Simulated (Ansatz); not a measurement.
A short molecular-dynamics run on ClFH$_{4}$O$_{4}$W, SMILES `[OH][W]([OH])([OH])([OH])([F])[Cl]`.

```yaml
crystal:
  periodic: [false, false, false]
  atoms:
    - {symbol: O, position_ang: [0.231024, -1.924769, 0.026535]}
    - {symbol: W, position_ang: [-0.015071, -0.059260, 0.108035]}
    - {symbol: O, position_ang: [0.854402, 0.311077, 1.704422]}
    - {symbol: O, position_ang: [1.579774, 0.138315, -0.842648]}
    - {symbol: O, position_ang: [-0.994303, 0.172218, -1.471578]}
    - {symbol: F, position_ang: [-1.604649, -0.564769, 0.997988]}
    - {symbol: Cl, position_ang: [-0.654547, 2.257804, 0.373141]}
    - {symbol: H, position_ang: [-0.455828, -2.477770, 0.414490]}
    - {symbol: H, position_ang: [0.850940, 1.157003, 2.161463]}
    - {symbol: H, position_ang: [1.684383, 0.013518, -1.789279]}
    - {symbol: H, position_ang: [-1.476117, 0.976622, -1.682579]}
basis:
  gaussian: {orbitals: def2-SVP}
hamiltonian: {xc: {name: r2SCAN}, dispersion: d3bjatm}
md: {timestep: 0.5 fs, n_steps: 30, ensemble: nvt_nose_hoover, temperature: 1000, initial_velocities: maxwell_boltzmann, seed: 856}
```

```sh
$ ansatz run in.yaml --threads 2 --pin off --events-out ev --progress --plain --max-ram 32768MiB --backend cpu
```

```json
{"step": "0", "time (fs)": "0.0", "potential energy (eV)": "-25308.1936", "kinetic (eV)": "1.1633", "T (K)": "1000", "conserved (eV)": "-25307.0302"}
{"step": "1", "time (fs)": "0.5", "potential energy (eV)": "-25308.1739", "kinetic (eV)": "1.1445", "T (K)": "984", "conserved (eV)": "-25307.0294"}
{"step": "2", "time (fs)": "1.0", "potential energy (eV)": "-25308.1147", "kinetic (eV)": "1.0874", "T (K)": "935", "conserved (eV)": "-25307.0273"}
{"step": "3", "time (fs)": "1.5", "potential energy (eV)": "-25308.0490", "kinetic (eV)": "1.0240", "T (K)": "880", "conserved (eV)": "-25307.0251"}
{"step": "4", "time (fs)": "2.0", "potential energy (eV)": "-25308.0105", "kinetic (eV)": "0.9863", "T (K)": "848", "conserved (eV)": "-25307.0242"}
{"step": "5", "time (fs)": "2.5", "potential energy (eV)": "-25308.0127", "kinetic (eV)": "0.9878", "T (K)": "849", "conserved (eV)": "-25307.0250"}
{"step": "6", "time (fs)": "3.0", "potential energy (eV)": "-25308.0442", "kinetic (eV)": "1.0178", "T (K)": "875", "conserved (eV)": "-25307.0265"}
{"step": "7", "time (fs)": "3.5", "potential energy (eV)": "-25308.0811", "kinetic (eV)": "1.0534", "T (K)": "905", "conserved (eV)": "-25307.0278"}
{"step": "8", "time (fs)": "4.0", "potential energy (eV)": "-25308.1019", "kinetic (eV)": "1.0735", "T (K)": "923", "conserved (eV)": "-25307.0286"}
{"step": "9", "time (fs)": "4.5", "potential energy (eV)": "-25308.0942", "kinetic (eV)": "1.0656", "T (K)": "916", "conserved (eV)": "-25307.0288"}
{"step": "10", "time (fs)": "5.0", "potential energy (eV)": "-25308.0543", "kinetic (eV)": "1.0261", "T (K)": "882", "conserved (eV)": "-25307.0284"}
{"step": "11", "time (fs)": "5.5", "potential energy (eV)": "-25307.9887", "kinetic (eV)": "0.9616", "T (K)": "827", "conserved (eV)": "-25307.0274"}
{"step": "12", "time (fs)": "6.0", "potential energy (eV)": "-25307.9152", "kinetic (eV)": "0.8898", "T (K)": "765", "conserved (eV)": "-25307.0257"}
{"step": "13", "time (fs)": "6.5", "potential energy (eV)": "-25307.8602", "kinetic (eV)": "0.8363", "T (K)": "719", "conserved (eV)": "-25307.0242"}
{"step": "14", "time (fs)": "7.0", "potential energy (eV)": "-25307.8455", "kinetic (eV)": "0.8217", "T (K)": "706", "conserved (eV)": "-25307.0242"}
{"step": "15", "time (fs)": "7.5", "potential energy (eV)": "-25307.8718", "kinetic (eV)": "0.8465", "T (K)": "728", "conserved (eV)": "-25307.0258"}
{"step": "16", "time (fs)": "8.0", "potential energy (eV)": "-25307.9142", "kinetic (eV)": "0.8867", "T (K)": "762", "conserved (eV)": "-25307.0282"}
{"step": "17", "time (fs)": "8.5", "potential energy (eV)": "-25307.9368", "kinetic (eV)": "0.9077", "T (K)": "780", "conserved (eV)": "-25307.0298"}
{"step": "18", "time (fs)": "9.0", "potential energy (eV)": "-25307.9144", "kinetic (eV)": "0.8855", "T (K)": "761", "conserved (eV)": "-25307.0298"}
{"step": "19", "time (fs)": "9.5", "potential energy (eV)": "-25307.8474", "kinetic (eV)": "0.8203", "T (K)": "705", "conserved (eV)": "-25307.0281"}
{"step": "20", "time (fs)": "10.0", "potential energy (eV)": "-25307.7613", "kinetic (eV)": "0.7367", "T (K)": "633", "conserved (eV)": "-25307.0257"}
{"step": "21", "time (fs)": "10.5", "potential energy (eV)": "-25307.6927", "kinetic (eV)": "0.6699", "T (K)": "576", "conserved (eV)": "-25307.0240"}
{"step": "22", "time (fs)": "11.0", "potential energy (eV)": "-25307.6666", "kinetic (eV)": "0.6438", "T (K)": "553", "conserved (eV)": "-25307.0241"}
{"step": "23", "time (fs)": "11.5", "potential energy (eV)": "-25307.6824", "kinetic (eV)": "0.6584", "T (K)": "566", "conserved (eV)": "-25307.0255"}
{"step": "24", "time (fs)": "12.0", "potential energy (eV)": "-25307.7193", "kinetic (eV)": "0.6939", "T (K)": "596", "conserved (eV)": "-25307.0271"}
{"step": "25", "time (fs)": "12.5", "potential energy (eV)": "-25307.7520", "kinetic (eV)": "0.7257", "T (K)": "624", "conserved (eV)": "-25307.0282"}
{"step": "26", "time (fs)": "13.0", "potential energy (eV)": "-25307.7624", "kinetic (eV)": "0.7358", "T (K)": "633", "conserved (eV)": "-25307.0287"}
{"step": "27", "time (fs)": "13.5", "potential energy (eV)": "-25307.7424", "kinetic (eV)": "0.7161", "T (K)": "616", "conserved (eV)": "-25307.0286"}
{"step": "28", "time (fs)": "14.0", "potential energy (eV)": "-25307.6941", "kinetic (eV)": "0.6688", "T (K)": "575", "conserved (eV)": "-25307.0278"}
{"step": "29", "time (fs)": "14.5", "potential energy (eV)": "-25307.6313", "kinetic (eV)": "0.6079", "T (K)": "523", "conserved (eV)": "-25307.0262"}
{"step": "30", "time (fs)": "15.0", "potential energy (eV)": "-25307.5791", "kinetic (eV)": "0.5576", "T (K)": "479", "conserved (eV)": "-25307.0245"}
```

Velocities are drawn at the set temperature; a run this short doesn't reach equilibrium.

Frames (Å, forces in eV/Å):

```xyz
11
time=0.0 fs
O     0.231   -1.925    0.027    0.243   -0.227   -0.136
W    -0.015   -0.059    0.108    0.031    0.021    0.121
O     0.854    0.311    1.704    0.196   -0.164    0.279
O     1.580    0.138   -0.843    0.329    0.105   -0.016
O    -0.994    0.172   -1.472   -0.053   -0.200   -0.313
F    -1.605   -0.565    0.998   -0.342   -0.149    0.173
Cl   -0.655    2.258    0.373   -0.078    0.256    0.023
H    -0.456   -2.478    0.414   -0.248   -0.245    0.139
H     0.851    1.157    2.161    0.029    0.332    0.239
H     1.684    0.014   -1.789    0.119   -0.053   -0.375
H    -1.476    0.977   -1.683   -0.227    0.323   -0.134
11
time=1.0 fs
O     0.220   -1.926    0.021   -0.590   -0.854    0.420
W    -0.014   -0.058    0.109   -0.108   -0.285    0.099
O     0.868    0.303    1.706    0.050   -2.016   -0.851
O     1.580    0.137   -0.843    0.547   -0.081   -1.681
O    -0.989    0.161   -1.481    0.062   -0.256   -0.142
F    -1.613   -0.564    0.998   -0.143   -0.052    0.097
Cl   -0.662    2.261    0.373   -0.036    0.133    0.021
H    -0.471   -2.497    0.441    0.621    0.536   -0.408
H     0.881    1.119    2.143    0.092    2.254    1.323
H     1.701    0.023   -1.826   -0.141    0.141    1.352
H    -1.474    0.971   -1.647   -0.354    0.481   -0.230
11
time=2.0 fs
O     0.209   -1.928    0.016   -1.028   -1.163    0.792
W    -0.012   -0.056    0.110   -0.234   -0.584    0.078
O     0.881    0.294    1.708   -0.114   -2.613   -1.275
O     1.581    0.136   -0.843    0.669   -0.140   -2.510
O    -0.983    0.151   -1.491   -0.031    0.037   -0.041
F    -1.622   -0.563    0.999    0.051    0.042    0.020
Cl   -0.670    2.264    0.372    0.003    0.024    0.019
H    -0.481   -2.511    0.464    1.092    1.003   -0.768
H     0.912    1.102    2.137    0.176    2.905    1.692
H     1.716    0.033   -1.849   -0.318    0.204    2.243
H    -1.474    0.970   -1.614   -0.265    0.286   -0.250
11
time=3.0 fs
O     0.197   -1.931    0.012   -1.012   -1.074    0.889
W    -0.011   -0.055    0.111   -0.338   -0.867    0.057
O     0.895    0.284    1.709   -0.171   -1.230   -0.622
O     1.582    0.135   -0.846    0.652   -0.107   -2.480
O    -0.978    0.140   -1.500   -0.255    0.552    0.061
F    -1.630   -0.562    0.999    0.240    0.131   -0.057
Cl   -0.678    2.267    0.372    0.039   -0.071    0.016
H    -0.481   -2.516    0.480    1.102    1.073   -0.850
H     0.944    1.111    2.146    0.154    1.560    0.974
H     1.728    0.045   -1.852   -0.376    0.171    2.273
H    -1.477    0.971   -1.583   -0.035   -0.137   -0.260
11
time=4.0 fs
O     0.185   -1.934    0.008   -0.562   -0.580    0.674
W    -0.009   -0.054    0.112   -0.418   -1.124    0.032
O     0.908    0.272    1.709   -0.115    0.771    0.361
O     1.584    0.134   -0.849    0.466   -0.012   -1.592
O    -0.973    0.129   -1.510   -0.464    1.046    0.209
F    -1.639   -0.562    1.000    0.429    0.216   -0.135
Cl   -0.686    2.270    0.371    0.075   -0.162    0.013
H    -0.470   -2.511    0.487    0.672    0.738   -0.614
H     0.978    1.135    2.164    0.014   -0.419   -0.090
H     1.737    0.059   -1.834   -0.289    0.074    1.446
H    -1.481    0.971   -1.555    0.191   -0.546   -0.306
11
time=5.0 fs
O     0.172   -1.938    0.005    0.251    0.269    0.149
W    -0.008   -0.052    0.114   -0.478   -1.346    0.004
O     0.921    0.262    1.710   -0.048    2.150    1.003
O     1.586    0.133   -0.854    0.095    0.110    0.155
O    -0.968    0.119   -1.519   -0.547    1.334    0.404
F    -1.647   -0.561    1.000    0.615    0.295   -0.212
Cl   -0.694    2.273    0.371    0.113   -0.259    0.010
H    -0.453   -2.500    0.489   -0.123    0.047   -0.061
H     1.012    1.155    2.182   -0.143   -1.787   -0.830
H     1.743    0.074   -1.802   -0.035   -0.054   -0.234
H    -1.482    0.966   -1.529    0.302   -0.759   -0.387
11
time=6.0 fs
O     0.159   -1.942    0.001    1.146    1.211   -0.508
W    -0.006   -0.051    0.115   -0.530   -1.529   -0.030
O     0.935    0.252    1.711   -0.043    2.685    1.184
O     1.588    0.132   -0.859   -0.366    0.201    2.198
O    -0.963    0.110   -1.528   -0.462    1.343    0.609
F    -1.655   -0.560    1.000    0.791    0.369   -0.283
Cl   -0.702    2.276    0.371    0.155   -0.364    0.006
H    -0.438   -2.487    0.491   -0.998   -0.744    0.626
H     1.044    1.159    2.192   -0.244   -2.318   -1.120
H     1.748    0.088   -1.773    0.305   -0.152   -2.206
H    -1.481    0.954   -1.507    0.247   -0.703   -0.477
11
time=7.0 fs
O     0.147   -1.945   -0.003    1.575    1.712   -0.836
W    -0.005   -0.050    0.116   -0.585   -1.670   -0.067
O     0.948    0.244    1.713   -0.131    2.450    0.945
O     1.589    0.131   -0.862   -0.616    0.199    3.042
O    -0.958    0.102   -1.537   -0.221    1.089    0.788
F    -1.662   -0.558    1.000    0.946    0.435   -0.342
Cl   -0.710    2.279    0.370    0.199   -0.473    0.001
H    -0.431   -2.482    0.498   -1.400   -1.112    0.983
H     1.074    1.141    2.192   -0.250   -2.083   -0.992
H     1.757    0.100   -1.765    0.451   -0.154   -2.977
H    -1.478    0.935   -1.490    0.033   -0.394   -0.545
11
time=8.0 fs
O     0.136   -1.946   -0.007    1.228    1.444   -0.494
W    -0.004   -0.049    0.117   -0.647   -1.767   -0.102
O     0.961    0.238    1.715   -0.359    1.415    0.269
O     1.591    0.130   -0.864   -0.449    0.141    1.887
O    -0.954    0.094   -1.546    0.112    0.675    0.918
F    -1.669   -0.557    1.000    1.074    0.492   -0.388
Cl   -0.718    2.282    0.370    0.241   -0.578   -0.003
H    -0.438   -2.487    0.514   -1.017   -0.737    0.665
H     1.102    1.103    2.182   -0.112   -1.052   -0.425
H     1.769    0.112   -1.783    0.208   -0.097   -1.754
H    -1.474    0.913   -1.478   -0.279    0.062   -0.575
11
time=9.0 fs
O     0.126   -1.947   -0.011    0.466    0.735    0.271
W    -0.002   -0.048    0.118   -0.714   -1.821   -0.132
O     0.974    0.232    1.718   -0.772   -0.375   -0.828
O     1.592    0.130   -0.864   -0.078    0.112   -0.051
O    -0.950    0.087   -1.553    0.419    0.299    1.008
F    -1.676   -0.555    1.000    1.176    0.541   -0.421
Cl   -0.725    2.285    0.369    0.281   -0.675   -0.006
H    -0.454   -2.498    0.537   -0.213    0.056   -0.080
H     1.129    1.056    2.169    0.215    0.728    0.564
H     1.784    0.122   -1.818   -0.217   -0.067    0.246
H    -1.473    0.891   -1.472   -0.562    0.468   -0.571
11
time=10.0 fs
O     0.116   -1.948   -0.016   -0.182    0.107    0.972
W    -0.001   -0.047    0.119   -0.778   -1.836   -0.161
O     0.986    0.226    1.720   -1.257   -2.103   -1.908
O     1.593    0.129   -0.865    0.210    0.123   -1.463
O    -0.945    0.080   -1.560    0.553    0.180    1.089
F    -1.681   -0.553    0.999    1.259    0.580   -0.445
Cl   -0.733    2.287    0.369    0.317   -0.759   -0.009
H    -0.472   -2.510    0.558    0.476    0.745   -0.763
H     1.159    1.016    2.160    0.617    2.437    1.536
H     1.796    0.132   -1.850   -0.552   -0.079    1.715
H    -1.478    0.873   -1.471   -0.665    0.603   -0.562
11
time=11.0 fs
O     0.106   -1.948   -0.019   -0.481   -0.191    1.351
W     0.000   -0.046    0.120   -0.833   -1.818   -0.189
O     0.998    0.219    1.721   -1.429   -2.226   -2.083
O     1.594    0.128   -0.866    0.316    0.149   -2.012
O    -0.940    0.073   -1.567    0.448    0.397    1.182
F    -1.687   -0.551    0.999    1.328    0.612   -0.464
Cl   -0.741    2.290    0.368    0.348   -0.826   -0.013
H    -0.486   -2.514    0.573    0.812    1.085   -1.125
H     1.193    0.998    2.167    0.712    2.534    1.609
H     1.803    0.140   -1.867   -0.703   -0.107    2.310
H    -1.488    0.861   -1.475   -0.518    0.391   -0.566
11
time=12.0 fs
O     0.095   -1.949   -0.022   -0.401   -0.115    1.345
W     0.001   -0.046    0.121   -0.876   -1.770   -0.218
O     1.009    0.211    1.721   -1.106   -0.653   -1.232
O     1.595    0.128   -0.869    0.227    0.164   -1.725
O    -0.935    0.066   -1.573    0.178    0.813    1.274
F    -1.691   -0.548    0.998    1.387    0.636   -0.478
Cl   -0.748    2.292    0.368    0.376   -0.883   -0.017
H    -0.492   -2.508    0.577    0.760    1.033   -1.100
H     1.235    1.003    2.187    0.316    0.929    0.665
H     1.804    0.148   -1.863   -0.664   -0.124    2.059
H    -1.503    0.853   -1.485   -0.197   -0.030   -0.573
11
time=13.0 fs
O     0.085   -1.949   -0.025    0.054    0.326    0.943
W     0.002   -0.045    0.122   -0.904   -1.690   -0.244
O     1.019    0.202    1.720   -0.615    1.087   -0.213
O     1.597    0.128   -0.872   -0.064    0.147   -0.577
O    -0.930    0.060   -1.578   -0.105    1.203    1.338
F    -1.695   -0.545    0.996    1.439    0.653   -0.490
Cl   -0.755    2.293    0.368    0.405   -0.938   -0.021
H    -0.491   -2.492    0.571    0.325    0.600   -0.675
H     1.279    1.017    2.215   -0.247   -0.845   -0.441
H     1.798    0.155   -1.839   -0.430   -0.112    0.939
H    -1.521    0.844   -1.500    0.142   -0.433   -0.559
11
time=14.0 fs
O     0.074   -1.950   -0.026    0.816    1.047    0.207
W     0.004   -0.044    0.123   -0.921   -1.583   -0.267
O     1.029    0.194    1.719   -0.268    2.102    0.408
O     1.598    0.127   -0.876   -0.518    0.085    1.333
O    -0.924    0.054   -1.582   -0.271    1.405    1.363
F    -1.698   -0.542    0.995    1.484    0.663   -0.498
Cl   -0.763    2.295    0.367    0.436   -0.996   -0.024
H    -0.488   -2.471    0.558   -0.422   -0.126    0.087
H     1.321    1.024    2.238   -0.667   -1.891   -1.149
H     1.789    0.161   -1.806   -0.035   -0.055   -0.946
H    -1.537    0.831   -1.521    0.366   -0.652   -0.512
11
time=15.0 fs
O     0.064   -1.950   -0.028    1.583    1.732   -0.542
W     0.005   -0.044    0.124   -0.936   -1.450   -0.284
O     1.038    0.187    1.718   -0.155    2.344    0.560
O     1.599    0.127   -0.879   -0.913    0.002    3.108
O    -0.919    0.050   -1.586   -0.256    1.357    1.349
F    -1.700   -0.538    0.993    1.512    0.666   -0.499
Cl   -0.770    2.296    0.367    0.469   -1.055   -0.027
H    -0.488   -2.451    0.547   -1.175   -0.833    0.860
H     1.357    1.012    2.250   -0.849   -2.161   -1.383
H     1.779    0.166   -1.783    0.315    0.024   -2.704
H    -1.549    0.812   -1.546    0.404   -0.626   -0.438
```

It took 3 min on 2 threads of an AMD EPYC 7R13 on a shared host, with 0.27 GiB of host memory at the peak.
